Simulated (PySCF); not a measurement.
```xyz
4
charge 0 multiplicity 2, angstrom
Ti    0.0000    0.0000    0.0000
I     2.5625    0.0000    0.0000
I    -1.2812    2.2192    0.0000
I    -1.2812   -2.2192    0.0000
```

These are results of UPBE/[Ti def2-SVP, I def2-SVP with ECP28], scalar-relativistic core potentials, density fitting, no spin–orbit coupling, PySCF, not measurements.

This geometry of TiI₃ is a stationary point at this level.

Q: What is the point group?

A: D3h.

Q: Is it a minimum?

A: Yes: all harmonic wavenumbers are real, though the softest, 44 cm⁻¹, leaves little margin.

Q: List the harmonic modes with their infrared intensities.

A: 
| symmetry | ω (cm⁻¹) | IR (km/mol, summed over degenerate members) |
| --- | --- | --- |
| e' | 44 | 0.1 |
| a2'' | 60 | 4.5 |
| a1' | 151 | 0.0 |
| e' | 333 | 145 |

Q: What are the dipole moment and the gap between the highest occupied and lowest empty levels of either spin?

A: 0.00 D and 1.01 eV.

In D3h the vibrations span 2e' + a2'' + a1'. The a1' mode carries no infrared intensity, as symmetry demands.

This need not be the most stable arrangement of these atoms. Open d and f shells are described by one determinant, and the ground state may have another occupation or spin. With an element this heavy the missing spin–orbit coupling can shift these numbers.
